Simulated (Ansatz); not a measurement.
Reaction (formal exchange of groups at a B–F bond): `NBF` + disilane → `NB[SiH2][SiH3]` + H–F

Program: Ansatz. Geometries: PBE0-D4/def2-TZVP. ΔE: electronic, gas phase. CCSD(T)/CBS adds triple-zeta CCSD(T) − MP2 to the extrapolated MP2 energy (def2 sets, frozen cores). This one scheme is used for every species. DFT in def2-TZVPP. One conformer a species, not always the lowest.

CCSD(T)/CBS gives +141.6 kJ/mol.

(1) Another level gave +145.5 kJ/mol. Which?
A. r2SCAN/def2-TZVPP
B. PBE-D4/def2-TZVPP
C. CCSD(T)/def2-TZVPP
D. HF/def2-TZVPP

Largest T1 diagnostic among the species: 0.014.

Results:

(1) C. CCSD(T)/def2-TZVPP 145.5, r2SCAN 151.1, PBE-D4 133.5, HF/def2-TZVPP 181.9 kJ/mol.

The D4 term adds −8.3 kJ/mol with B3LYP and −4.8 kJ/mol with PBE0; it sums over pairs of atoms, weighted by their polarisabilities, and B3LYP, whose exchange is more repulsive, gets the larger term. In def2-TZVPP, CCSD(T) changes the Hartree–Fock value by −36.5 kJ/mol (the triples alone add −4.8 kJ/mol) and MP2 by −35.7 kJ/mol.

B3LYP here is the variant with VWN-RPA as its local correlation; programs differ in this.
